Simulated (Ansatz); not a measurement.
Molecule: sum formula SiH2F (charge 0, doublet). It need not be the lowest isomer of its formula. 
Structure (B3LYP-D3(BJ)/def2-TZVP (Ansatz, a program for electronic structure) minimum search):
```
Si
F 1 1.6108
H 1 1.4871 2 107.72
H 1 1.4871 3 111.30 2 -117.87
```
Charge 0, spin multiplicity 2.

Wanted: atomisation energy (electronic, to ground-state atoms), in eV. Correlated levels leave the core frozen unless marked. UHF or UKS for open shells. No spin-orbit coupling. Non-relativistic. The coupled-cluster limit lacks core correlation, which all-electron functionals hold. Basis-set limits of correlation are two-point, X^-3; Hartree-Fock from the larger set (for Q and 5 zeta extrapolated as (X+1)exp(-9√X)).

| level | program | atomisation energy (eV) | minus last row |
|---|---|---|---|
| HF/def2-QZVPPD | Ansatz | 9.42 | -2.89 |
| LC-wPBE-D4/def2-TZVPD | Ansatz + dftd4 | 12.22 | -0.09 |
| B2GP-PLYP-D3(BJ)/def2-TZVPD | Ansatz + dftd3 | 12.11 | -0.20 |
| RI-MP2/def2-TZVPP | Ansatz | 12.14 | -0.17 |
| SCS-MP2/def2-TZVPPD | Ansatz | 12.14 | -0.17 |
| CCSD(T)/cc-pVTZ | Ansatz | 11.78 | -0.53 |
| CCSD(T)/CBS(cc-pV(Q+d)Z,cc-pV(5+d)Z) | Ansatz | 12.31 | 0.00 |
